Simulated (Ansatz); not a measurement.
**Changing the shape of MnH2, sextet**

Program: Ansatz, Gaussian basis, development build. Basis def2-SVP, nonrelativistic, 9 orbitals frozen in the corrections; active space CAS(9,8). Restricted Hartree–Fock, then the lowest state-specific CASSCF solution met for each case. Small basis; these aren't basis-limit values. On stretched bonds single-reference methods can fail or change state. Unlike active orbitals can shift such differences by tenths of an eV, at times by over 1 eV.

Case A:

```xyz
3

H     0.0000    0.0000    1.7000
Mn    0.0000    0.0000    0.0000
H     0.0000    0.0000   -1.7000
```

Case B:

```xyz
3

H     0.0000    0.0000    1.8360
Mn    0.0000    0.0000    0.0000
H     0.0000    0.0000   -1.8360
```

Case C. A bond is stretched, to 2.00 times the sum of the covalent radii.

| atom | x (Å) | y (Å) | z (Å) |
| --- | --- | --- | --- |
| H | 0.0000 | 0.0000 | 3.4000 |
| Mn | 0.0000 | 0.0000 | 0.0000 |
| H | 0.0000 | 0.0000 | -1.7000 |

Case D. A bond is stretched, to 1.50 times the sum of the covalent radii.

```xyz
3

H     0.0000    0.0000    2.5500
Mn    0.0000    0.0000    0.0000
H     0.0000    0.0000   -1.7000
```

Energy less that of case A, in eV:

```csv
case,RHF/ROHF,CASSCF
B,+0.028,0.000
C,+3.362,+2.237
D,+1.427,+1.089
```

What does SC-NEVPT2 give for these differences?

B: +0.104 eV; C: +2.496 eV; D: +1.295 eV.

Which case is lowest, and do the methods agree?

A is lowest in SC-NEVPT2. Of the methods shown, RHF/ROHF agrees.
